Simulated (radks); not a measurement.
Question: These are the eigenvalues of the occupied orbitals of an atom or ion with whole-number occupations (eV). All-electron calculation, Dirac Kohn-Sham, B86b exchange with PBE correlation, spin-unpolarised, spherical densities, finite nucleus; Fermi nuclear charge, rms radius of each element as measured or else 0.836 A^(1/3) + 0.57 fm. Program: a radial shooting solver on a logarithmic mesh with Libxc functionals.

1s1/2: -53657.02
2s1/2: -8983.680
2p1/2: -8547.304
2p3/2: -7747.160
3s1/2: -2051.798
3p1/2: -1861.320
3p3/2: -1695.227
3d3/2: -1367.553
3d5/2: -1331.317
4s1/2: -457.2628
4p1/2: -381.9131
4p3/2: -344.2610
4d3/2: -219.8861
4d5/2: -212.9721
5s1/2: -99.2497
5p1/2: -76.9600
5p3/2: -70.9663
4f5/2: -63.4813
4f7/2: -62.4089
5d3/2: -40.2642

Which element is it, and in what charge state? The configuration may be excited. Open shells, if any, fill j = l - 1/2 first.

Answer: Z = 66, dysprosium, charge +4: Dy4+ in [Xe] 4f7 5d1. The list shows which subshells hold electrons but not how many an open one holds; the 1s level, -1971.9 hartree, gives Z - s = 62.8 by -(Z - s)^2/2, which with screening and relativity narrows Z to a few neighbours, and the depths of the outer levels then fix element, charge and occupations together.
